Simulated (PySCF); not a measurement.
Bond length, frequency and bond energy of TaI by level of theory

State: quintet, unpaired electrons σ ↑, π ↑, δ ↑↑. Set-up: PySCF, scalar-relativistic core potentials, basis sets Ta def2-TZVPP with ECP60, I def2-TZVPP with ECP28. De refers to Ta (5d3 6s2) + I in their high-spin ground configurations, without counterpoise correction. The functionals are run spin-unrestricted. A positive dipole means Ta(−)I(+).

```
       Level  Re (Å)  ωe (cm⁻¹)  De (eV)  μ (D)  CPU s a point (SCF and correlation, without the integrals)
    ROHF-MP2   2.622        201      n/a    n/a                                                          11
ROHF-SCS-MP2   2.656        192      n/a    n/a                                                         n/a
         PBE   2.650        190      n/a  -2.46                                                         2.4
      PBEsol   2.621        199      n/a  -2.35                                                         1.5
       M06-L   2.663        189      n/a  -2.71                                                         8.6
        PBE0   2.651        192      n/a  -3.01                                                          11
```

Question: What does a quarter of exact exchange do here, going from PBE to PBE0?

Answer: PBE0 less PBE: +0.1 pm in Re, +1.1 % in ωe. Exact exchange removes part of the self-interaction that spreads semilocal densities, and in most molecules shortens and stiffens the bond and lowers De; so it does here.

Correlated steps freeze 4 core orbitals. De is left out where the level can put another filling of the metal’s s and d shells below the measured ground configuration, by anything from nothing to about 1 eV. These are scalar-relativistic numbers at best; spin–orbit coupling would shift them, the dissociation energy most. Counting both spins, an empty level lies below a filled one in some of these solutions, because spin and occupation are held. The state is the lowest single determinant that the PBE0 search found; with open d or f shells the true ground state can be another one.

The whole job (state search and all levels along the bond) took about 13 min on 2 threads of Arm Neoverse V1 (shared host), peak memory 3.5 GiB.
